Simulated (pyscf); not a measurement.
Optimised with ωB97X-D3(BJ)/def2-SVP in PySCF.

Q: How much does it cost (ΔH, 298 K, ωB97M-D3(BJ)/def2-TZVP) to split H₃C–SiH₂–NH–SiH₂–NH₂ (SMILES C[SiH2]N[SiH2]N) at its N–Si bond into H₃C–SiH₂• + •HN–SiH₂–NH₂?

A: N–Si to H₃C–SiH₂• + •HN–SiH₂–NH₂: 468.0 kJ/mol. The 7 functionals that were run give +430.6 (PBE) to +472.7 kJ/mol (ωB97X-D3(BJ)). •HN–SiH₂–NH₂ lies 77.2 kJ/mol over its isomer H₂N–SiH•–NH₂, and others may lie lower still (electronic energy, ωB97M-D3(BJ)). Other isomers of H₃C–SiH₂• were not searched in full and may lie lower.
